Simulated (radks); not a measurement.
The numbers below are computed, except where a source is named.
How relativity changes the ionisation of the chromium ion Cr20+ ([He] 2s2) to Cr21+ ([He] 2s1). Spin-unpolarised spherical Kohn-Sham, PBE, point nucleus unless stated (finite: rms radius 3.6452 fm), a radial shooting solver on a logarithmic mesh with Libxc functionals. A level marked "c x" has the speed of light scaled by that factor.

| level | E(Cr20+) (hartree) | E(Cr21+) (hartree) | IE (eV) | HOMO | <r> HOMO (bohr) |
|---|---|---|---|---|---|
| non-rel. | -683.04457 | -623.42180 | 1622.4 | 2s | 0.2668 |
| scalar-rel. | -688.49605 | -628.32900 | 1637.2 | 2s | 0.2642 |
| scalar-rel., finite nucleus | -688.49325 | -628.32634 | 1637.2 | 2s | 0.2642 |
| Dirac | -688.49603 | -628.32900 | 1637.2 | 2s1/2 | 0.2640 |
| Dirac, finite nucleus | -688.49323 | -628.32633 | 1637.2 | 2s1/2 | 0.2640 |
| Dirac, c x 0.85 | -690.63580 | -630.25505 | 1643.0 | 2s1/2 | 0.2629 |
| Dirac, c x 2 | -684.39158 | -624.63436 | 1626.1 | 2s1/2 | 0.2661 |
| Dirac, c x 100 | -683.04511 | -623.42228 | 1622.4 | 2s1/2 | 0.2668 |

NIST Atomic Spectra Database: 1634.1 eV (semi-empirical). The relativistic part of the total energy of Cr20+ is -5.449 hartree (Dirac, finite nucleus), 0.8 % of the non-relativistic value. Spin polarisation and multiplet splitting of open shells are left out at every level.

Beside tabulated values, note that spin-unpolarised runs miss the spin-polarisation part of the exchange energy of open shells.
